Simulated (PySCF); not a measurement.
AlO₃, SMILES [Al]1([O][O]1)[O], multiplicity 2. The structure is a stationary point at B3LYP-D3(BJ)/def2-TZVP.

Computed equilibrium geometry at B3LYP-D3(BJ)/def2-TZVP (PySCF confirms it by a frequency run) as a Z-matrix, and its point group:
point group C2v.
```
Al
O 1 1.5963
O 1 1.8382 2 158.18
O 3 1.3667 1 68.18 2 180.00
```
Charge 0, spin multiplicity 2.
